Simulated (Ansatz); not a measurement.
CF2 (SMILES F[C]F), charge 0, multiplicity 1, relaxed at each level with Ansatz (an electronic-structure program); harmonic frequencies from differences of analytic forces, average atomic masses, frozen cores.

```json
[
 {"mode": "1", "PBE/def2-TZVPP (cm⁻¹)": "639", "r2SCAN/def2-TZVPP (cm⁻¹)": "669", "PBE0/def2-TZVPP (cm⁻¹)": "681", "MP2/cc-pVTZ (cm⁻¹)": "681", "CCSD(T)/cc-pVDZ (cm⁻¹)": "660", "CCSD(T)/cc-pVQZ (cm⁻¹)": "…"},
 {"mode": "2", "PBE/def2-TZVPP (cm⁻¹)": "1056", "r2SCAN/def2-TZVPP (cm⁻¹)": "1095", "PBE0/def2-TZVPP (cm⁻¹)": "1159", "MP2/cc-pVTZ (cm⁻¹)": "1166", "CCSD(T)/cc-pVDZ (cm⁻¹)": "1157", "CCSD(T)/cc-pVQZ (cm⁻¹)": "…"},
 {"mode": "3", "PBE/def2-TZVPP (cm⁻¹)": "1170", "r2SCAN/def2-TZVPP (cm⁻¹)": "1218", "PBE0/def2-TZVPP (cm⁻¹)": "1261", "MP2/cc-pVTZ (cm⁻¹)": "1271", "CCSD(T)/cc-pVDZ (cm⁻¹)": "1240", "CCSD(T)/cc-pVQZ (cm⁻¹)": "…"}
]
```

Modes are in rising order at each level. What belongs in the gaps?


- 3, CCSD(T)/cc-pVQZ (cm⁻¹): 1250
- 2, CCSD(T)/cc-pVQZ (cm⁻¹): 1146
- 1, CCSD(T)/cc-pVQZ (cm⁻¹): 674

Doubts at one or more of the structures used: a restricted determinant that unrestricted orbitals would lower (MP2/cc-pVTZ, CCSD(T)/cc-pVDZ, CCSD(T)/cc-pVQZ).
